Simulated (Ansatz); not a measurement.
F2H2OSeZr, SMILES `[OH][Zr]([F])([F])[SeH]` at its PBE0-D4/def2-TZVP geometry, where that method's forces vanish. Total charge 0; spin multiplicity 1. Zr: def2 effective core potential.

```xyz
7

O    -1.1700   -0.8814    0.4012
Zr   -0.0224    0.2240   -0.6236
F     0.6189   -0.6814   -2.1644
F    -0.9188    1.7847   -1.2282
Se    1.9770    0.8968    0.8902
H    -1.8537   -1.4432    0.7567
H     1.3690    0.1004    1.9681
```

(1) What forces (eV/Å) does PBE-D4/def2-TZVPP give on these atoms in the Gaussian-basis code of Ansatz? (An estimate is asked.)

## Answers

(1) The calculation gave: 
```
O1   0.106  0.041  0.066
Zr2  0.122  0.033  0.115
F3   0.140 -0.178 -0.311
F4  -0.172  0.322 -0.121
Se5  0.247  0.184 -0.077
H6  -0.338 -0.270  0.156
H7  -0.104 -0.132  0.172
```
